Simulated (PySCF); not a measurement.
PySCF input for CH₄ClFOSi, SMILES CO[SiH](F)Cl, PBE-D3(BJ)/def2-SVP. The structure is a stationary point at PBE-D3(BJ)/def2-SVP. The values are those of a single conformer.

```python
import numpy as np
from pyscf import gto, scf, dft, df
from pyscf.hessian import thermo

mol = gto.M(
    atom='''
    Si    0.06317970    0.16214222    0.43524654
    F     0.03887121    1.76690215    0.14747687
    Cl    1.85442515   -0.59609998   -0.21391214
    O    -1.11579208   -0.59229102   -0.44303593
    C    -2.50807199   -0.37967418   -0.25241076
    H    -0.10117888   -0.02448485    1.90497026
    H    -2.81577472    0.63307772   -0.59291056
    H    -2.80916834   -0.49847156    0.81345883
    H    -3.05869369   -1.13215866   -0.85100354
    ''',
    basis='def2-SVP',
    charge=0,
    spin=0,
    max_memory=1600,
    verbose=3,
)
mf = dft.RKS(mol, xc='pbe').density_fit(auxbasis='def2-universal-jkfit')
mf.disp = 'd3bj'
mf.grids.level = 3
mf.conv_tol = 1e-11
mf.max_cycle = 100
mf.kernel()

# analytic Hessian; the response equations are solved on a coarser grid
h, args, fine = mf.Hessian(), (mf.mo_energy, mf.mo_coeff, mf.mo_occ), mf.grids
h.max_memory = max(150, 2.5e-5 * df.make_auxmol(mol, mf.with_df.auxbasis).nao * mol.nelec[0] * (mol.nelec[0] + mol.nao))  # MB; small integral blocks
h1ao = h.make_h1(mf.mo_coeff, mf.mo_occ)
mf.grids = dft.Grids(mol).set(level=1).build(with_non0tab=True)
mo1, mo_e1 = h.solve_mo1(*args, h1ao)
mf.grids = fine
hess = h.hess_elec(*args, mo1, mo_e1, h1ao) + h.hess_nuc()
if mf.do_disp():
    hess += h.get_dispersion()
for i in range(mol.natm):  # the analytic DFT Hessian lacks the response of the grid: restore translational invariance
    hess[i, i] -= hess[i].sum(axis=0)
hess = (hess + hess.transpose(1, 0, 3, 2)) / 2
vib = thermo.harmonic_analysis(mol, hess, imaginary_freq=False)
thermo.dump_normal_mode(mol, vib)
th = thermo.thermo(mf, vib['freq_au'][vib['freq_au'] > 0], 298.15, 101325)
thermo.dump_thermo(mol, th)
g0 = mf.nuc_grad_method().set(verbose=0).kernel()

# dipole derivatives [dipole axis, atom, xyz] from the same response
r, irp = mol.intor('int1e_r'), mol.intor('int1e_irp').reshape(3, 3, mol.nao, mol.nao)
sl, dm0, ok = mol.aoslice_by_atom(), np.array(mf.make_rdm1()), []
dmu = np.einsum('a,xt->xat', mol.atom_charges(), np.eye(3))
for a, (_, _, p0, p1) in enumerate(sl):
    dmu[:, a] += 2 * np.einsum('xtij,ij->xt', irp[:, :, :, p0:p1], dm0.reshape(-1, mol.nao, mol.nao).sum(0)[:, p0:p1])
    for u, c, occ, f in [(mo1, mf.mo_coeff, mf.mo_occ, 4)]:
        dmu[:, a] -= f * np.einsum('tui,xuv,vi->xt', u[a], r, c[:, occ > 0], optimize=True)
L = vib['norm_mode']
ir = 974.8801 * (np.einsum('xat,kat->kx', dmu, L) ** 2).sum(1)       # km/mol
apt = np.einsum('xax->a', dmu) / 3
print('mode   freq/cm-1   IR/(km/mol)')
for k, w in enumerate(vib['freq_wavenumber']):
    print(f'{k + 1:4d} {w:11.2f} {ir[k]:13.3f}')
print('max |gradient| / (hartree/bohr):', abs(g0).max())
print('APT charges:', apt.round(4))
```

It prints:

```
converged SCF energy = -964.444676392139

WARN: DFTD3 does not support analytical Hessian, using finite difference


WARN: Mole.unit (angstrom) is changed to Bohr

Mode                                 0                   1                   2
Irrep
Freq [cm^-1]                       43.7078             86.3360            131.9751
Reduced mass [au]                   3.3390              1.0746              4.0606
Force const [Dyne/A]                0.0038              0.0047              0.0417
Char temp [K]                      62.8857            124.2183            189.8828
Normal mode                   x     y     z       x     y     z       x     y     z
       0  Si                 0.02 -0.02  0.03   -0.00  0.01 -0.01   -0.02 -0.05 -0.05
       1   F                -0.08 -0.03 -0.02    0.01  0.01 -0.03   -0.05 -0.04 -0.02
       2  Cl                 0.01  0.02 -0.02   -0.00 -0.01  0.01    0.05  0.02  0.04
       3   O                 0.01 -0.09  0.10   -0.00  0.02 -0.01   -0.02 -0.01 -0.09
       4   C                 0.01  0.12 -0.07   -0.00 -0.03  0.03    0.01  0.10  0.11
       5   H                 0.11  0.02  0.05    0.00  0.03 -0.00   -0.08 -0.09 -0.06
       6   H                 0.22  0.20 -0.02    0.03  0.15  0.54    0.05  0.13  0.17
       7   H                -0.14  0.08 -0.12   -0.05 -0.59 -0.05    0.16  0.10  0.15
       8   H                -0.02  0.26 -0.21    0.01  0.30 -0.40   -0.13  0.15  0.18
Mode                                 3                   4                   5
Irrep
Freq [cm^-1]                      211.1177            285.6418            344.3363
Reduced mass [au]                  11.3691              7.0794             13.1748
Force const [Dyne/A]                0.2986              0.3403              0.9204
Char temp [K]                     303.7514            410.9750            495.4232
Normal mode                   x     y     z       x     y     z       x     y     z
       0  Si                 0.03  0.05 -0.00    0.04 -0.00 -0.03    0.01 -0.04  0.10
       1   F                -0.13  0.06  0.03   -0.09  0.01  0.01   -0.03 -0.08 -0.09
       2  Cl                -0.03 -0.07 -0.01    0.08 -0.04  0.01   -0.02  0.02 -0.02
       3   O                 0.08  0.00 -0.04   -0.07  0.10  0.04    0.03  0.13 -0.04
       4   C                 0.09  0.01  0.02   -0.10 -0.02 -0.02    0.03  0.00 -0.01
       5   H                 0.03  0.05 -0.00    0.18 -0.04 -0.02    0.00 -0.03  0.10
       6   H                 0.08  0.01  0.03   -0.17 -0.05 -0.05   -0.06 -0.02 -0.00
       7   H                 0.14  0.01  0.04   -0.14 -0.03 -0.03    0.06 -0.01  0.00
       8   H                 0.06  0.01  0.05    0.00 -0.08 -0.04    0.08 -0.05  0.02
Mode                                 6                   7                   8
Irrep
Freq [cm^-1]                      562.7580            748.8260            803.8535
Reduced mass [au]                   7.6913              2.3080              1.2667
Force const [Dyne/A]                1.4351              0.7625              0.4823
Char temp [K]                     809.6835           1077.3939           1156.5662
Normal mode                   x     y     z       x     y     z       x     y     z
       0  Si                 0.09 -0.03 -0.08    0.04  0.00  0.06    0.05  0.01 -0.01
       1   F                -0.00 -0.04  0.01    0.01  0.05 -0.01   -0.01 -0.06  0.04
       2  Cl                -0.09  0.04  0.04   -0.01  0.00  0.01   -0.00  0.01 -0.00
       3   O                 0.01  0.03  0.04   -0.02 -0.08 -0.11   -0.01 -0.01 -0.03
       4   C                 0.01 -0.00 -0.00   -0.09  0.00 -0.00   -0.04  0.00 -0.00
       5   H                 0.28 -0.11 -0.07    0.58  0.06  0.12   -0.28  0.83  0.07
       6   H                -0.01 -0.01 -0.01   -0.06  0.02  0.03   -0.05  0.01  0.01
       7   H                -0.01 -0.01 -0.01   -0.00  0.02  0.02   -0.02  0.00  0.00
       8   H                 0.05 -0.02 -0.02   -0.19  0.03  0.05   -0.05  0.00  0.00
Mode                                 9                  10                  11
Irrep
Freq [cm^-1]                      816.6358            912.5834           1112.9997
Reduced mass [au]                   1.8706              5.4407              2.7439
Force const [Dyne/A]                0.7350              2.6696              2.0027
Char temp [K]                    1174.9571           1313.0044           1601.3587
Normal mode                   x     y     z       x     y     z       x     y     z
       0  Si                 0.09 -0.02  0.03    0.02  0.13  0.01    0.02  0.02  0.01
       1   F                -0.01  0.07 -0.02    0.00 -0.13  0.02   -0.00 -0.00  0.00
       2  Cl                -0.01  0.00 -0.00    0.00 -0.00 -0.00    0.00  0.00  0.00
       3   O                -0.02 -0.03 -0.02    0.01 -0.04 -0.02   -0.15  0.01  0.02
       4   C                -0.06 -0.00 -0.00   -0.04  0.00 -0.00    0.12 -0.05 -0.09
       5   H                -0.64 -0.29 -0.08   -0.07 -0.35 -0.07    0.00  0.02  0.01
       6   H                -0.04  0.01  0.01   -0.05  0.01  0.01    0.11  0.04  0.16
       7   H                -0.07  0.01  0.00   -0.04  0.01  0.00    0.39  0.04  0.01
       8   H                -0.09  0.02  0.00   -0.08  0.02  0.01   -0.31  0.06  0.15
Mode                                12                  13                  14
Irrep
Freq [cm^-1]                     1132.3931           1172.1717           1420.3511
Reduced mass [au]                   1.2923              2.0405              1.0468
Force const [Dyne/A]                0.9763              1.6518              1.2442
Char temp [K]                    1629.2616           1686.4941           2043.5690
Normal mode                   x     y     z       x     y     z       x     y     z
       0  Si                 0.00  0.00  0.00    0.02  0.01  0.01   -0.00 -0.00 -0.00
       1   F                -0.00 -0.00  0.00    0.00 -0.00  0.00    0.00  0.00 -0.00
       2  Cl                 0.00 -0.00  0.00    0.00  0.00  0.00    0.00  0.00 -0.00
       3   O                -0.02  0.04 -0.03   -0.12 -0.04 -0.05    0.01 -0.01 -0.00
       4   C                 0.01 -0.10  0.07    0.12  0.05  0.06    0.02 -0.05 -0.01
       5   H                 0.01  0.01 -0.00    0.02  0.02  0.01    0.01  0.00  0.00
       6   H                 0.61 -0.01 -0.17   -0.16 -0.11 -0.20   -0.43 -0.02  0.39
       7   H                -0.39  0.28  0.00   -0.32 -0.14 -0.07   -0.04  0.66  0.06
       8   H                -0.17  0.23 -0.19    0.47 -0.07 -0.13    0.14  0.16 -0.34
Mode                                15                  16                  17
Irrep
Freq [cm^-1]                     1424.1088           1426.0191           2230.8340
Reduced mass [au]                   1.1189              1.0468              1.0425
Force const [Dyne/A]                1.3370              1.2542              3.0567
Char temp [K]                    2048.9755           2051.7240           3209.6734
Normal mode                   x     y     z       x     y     z       x     y     z
       0  Si                 0.01  0.01  0.00    0.00  0.00  0.00   -0.00 -0.00  0.03
       1   F                -0.00 -0.00 -0.00   -0.00 -0.00 -0.00   -0.00  0.00  0.00
       2  Cl                -0.00 -0.00 -0.00   -0.00  0.00 -0.00    0.00 -0.00 -0.00
       3   O                -0.04 -0.01 -0.01   -0.01 -0.00  0.01   -0.00 -0.00  0.00
       4   C                -0.08 -0.00 -0.01   -0.03 -0.01  0.05   -0.00  0.00 -0.00
       5   H                -0.01 -0.02  0.01   -0.00 -0.00  0.01    0.10  0.13 -0.97
       6   H                 0.45  0.20  0.15   -0.12 -0.21 -0.51    0.00  0.00 -0.00
       7   H                 0.38  0.13  0.13    0.52 -0.07  0.16    0.01 -0.00  0.01
       8   H                 0.56 -0.32 -0.17   -0.03  0.38 -0.44    0.00 -0.00 -0.00
Mode                                18                  19                  20
Irrep
Freq [cm^-1]                     2932.8254           3012.9862           3059.7166
Reduced mass [au]                   1.0356              1.1047              1.1037
Force const [Dyne/A]                5.2485              5.9089              6.0876
Char temp [K]                    4219.6828           4335.0163           4402.2509
Normal mode                   x     y     z       x     y     z       x     y     z
       0  Si                -0.00 -0.00 -0.00   -0.00 -0.00 -0.00   -0.00  0.00 -0.00
       1   F                 0.00  0.00  0.00    0.00  0.00  0.00    0.00 -0.00 -0.00
       2  Cl                 0.00 -0.00  0.00    0.00 -0.00 -0.00    0.00 -0.00 -0.00
       3   O                 0.00  0.00  0.00    0.00  0.00 -0.00    0.00 -0.00 -0.00
       4   C                 0.04 -0.01 -0.03    0.01 -0.05  0.07    0.02  0.07  0.05
       5   H                 0.00  0.00  0.01   -0.00 -0.00 -0.00    0.00 -0.00  0.00
       6   H                -0.14  0.49 -0.18   -0.18  0.67 -0.21    0.08 -0.28  0.11
       7   H                -0.18 -0.09  0.70    0.15  0.06 -0.57    0.05  0.04 -0.17
       8   H                -0.17 -0.25 -0.20   -0.07 -0.11 -0.06   -0.42 -0.60 -0.48
temperature 298.1500 [K]
pressure 101325.00 [Pa]
Rotational constants [GHz] 5.18213 1.98118 1.54056
Symmetry number 1
Zero-point energy (ZPE) 0.05438 [Eh]   142787.328 [J/mol]
                           tot       elec      trans        rot        vib
Entropy [J/mol/K]       357.788      0.000    167.877    114.684     75.228
Cv [J/mol/K]             90.287      0.000     12.472     12.472     65.343
Cp [J/mol/K]             98.601      0.000     20.786     12.472     65.343
Internal energy [J/mol]                      3718.434   3718.434 153807.850
Internal energy [Eh]   -964.38326  -964.44468
Enthalpy [J/mol]                             6197.391   3718.434 153807.850
Enthalpy [Eh]          -964.38232
Gibbs free energy [J/mol]                  -43855.140 -30474.549 131378.734
Gibbs free energy [Eh] -964.42295
mode   freq/cm-1   IR/(km/mol)
   1       43.71         3.169
   2       86.34         0.195
   3      131.98         2.117
   4      211.12         7.033
   5      285.64         3.805
   6      344.34        32.143
   7      562.76        70.049
   8      748.83        30.862
   9      803.85        51.011
  10      816.64       207.818
  11      912.58       188.269
  12     1113.00       197.838
  13     1132.39         2.717
  14     1172.17       143.229
  15     1420.35         7.528
  16     1424.11         0.864
  17     1426.02         8.740
  18     2230.83        95.850
  19     2932.83        60.132
  20     3012.99        30.237
  21     3059.72        17.751
max |gradient| / (hartree/bohr): 5.2316725624759395e-05
APT charges: [ 1.8941 -0.6069 -0.4868 -0.9765  0.5492 -0.2686 -0.0399 -0.0442 -0.0205]
```

Self-consistency was reached.
